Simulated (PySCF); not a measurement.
B(Cl)(Me)2 (C2H6BCl), SMILES CB(C)Cl. Atoms are numbered in the order given.

```xyz
10

B      0.0000     0.0000    -0.3935
Cl     0.0000     0.0000     1.3890
C     -0.0106     1.3781    -1.1361
H      1.0477     1.6411    -1.3346
H     -0.5011     1.3222    -2.1215
H     -0.4399     2.2034    -0.5499
C      0.0106    -1.3781    -1.1361
H      0.5011    -1.3222    -2.1215
H      0.4399    -2.2034    -0.5499
H     -1.0477    -1.6411    -1.3346
```

The structure is a stationary point at B3LYP-D3(BJ)/def2-SVP.

Level of theory: PBE/def2-TZVP (PySCF).

Symmetry labels are those of the subgroup C2 that the program uses (full group C2).

List the valence orbital energies around the gap with their symmetry. (The exact figures need the calculation; the answer reports its results.)


```csv
orbital,symmetry,energy (eV)
HOMO−7,A,-10.46
HOMO−6,B,-10.28
HOMO−5,B,-9.92
HOMO−4,A,-9.53
HOMO−3,A,-8.48
HOMO−2,B,-8.41
HOMO−1,B,-7.99
HOMO,B,-6.91
LUMO,B,-1.71
LUMO+1,A,0.07
LUMO+2,B,1.37
LUMO+3,A,1.47
```
